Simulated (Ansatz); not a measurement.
This geometry of CH8AlN3 + H2 (15 atoms, charge 0, multiplicity 1) is a first-order saddle point.

Method: UKS B3LYP/def2-SVP in Ansatz.

```xyz
15
Properties=species:S:1:pos:R:3
Al -0.152 0.789 -0.347
N 0.662 -0.940 -0.179
C 0.361 -1.907 0.872
N -0.663 1.166 -2.016
N -1.017 1.417 1.087
H 1.507 0.158 0.096
H 1.607 1.161 0.108
H 1.003 -1.394 -1.028
H 1.244 -2.507 1.157
H 0.009 -1.371 1.767
H -0.443 -2.610 0.583
H -0.520 0.575 -2.829
H -1.011 2.072 -2.312
H -2.019 1.577 1.132
H -0.568 1.813 1.907
```

Question: Which two structures does it join? (They come from a converged band through this point; their orientation in space is the band's.)

Answer: Bonds broken: H6–H7. Bonds formed: Al1–H7, N2–H6. CH8AlN3 + H2 becomes CH10AlN3.

Initial state:

```xyz
15
Properties=species:S:1:pos:R:3
Al -0.683 0.583 -0.447
N 0.263 -0.924 -0.246
C 0.311 -1.815 0.900
N -0.964 1.238 -2.079
N -1.332 1.407 0.991
H 2.556 0.228 0.176
H 3.269 0.460 0.324
H 0.823 -1.271 -1.020
H 1.323 -1.902 1.342
H -0.353 -1.444 1.697
H -0.028 -2.843 0.663
H -0.884 0.714 -2.944
H -1.229 2.196 -2.285
H -2.075 2.098 0.988
H -0.996 1.274 1.940
```

Final state:

```xyz
15
Properties=species:S:1:pos:R:3
Al 0.245 1.099 -0.325
N 1.056 -0.767 0.122
C 0.050 -1.744 0.585
N -0.756 0.622 -1.776
N -0.706 1.472 1.180
H 1.774 -0.617 0.837
H 1.635 1.896 -0.468
H 1.551 -1.120 -0.702
H 0.493 -2.717 0.853
H -0.461 -1.310 1.455
H -0.689 -1.875 -0.217
H -0.354 0.480 -2.701
H -1.677 1.034 -1.908
H -1.704 1.302 1.271
H -0.457 2.244 1.793
```

Question: How far does it lie above each of them?

Answer: 18.9 kcal/mol above the first and 29.8 kcal/mol above the second. This is the barrier of this one path; another mechanism may lie lower. The orbitals stay closed-shell, which can raise the energy where a bond breaks towards radicals; this wasn't checked here.

Run time: 7.7 min on 4 threads of Arm Neoverse N1, with other jobs on the host, peak memory 0.41 GiB.
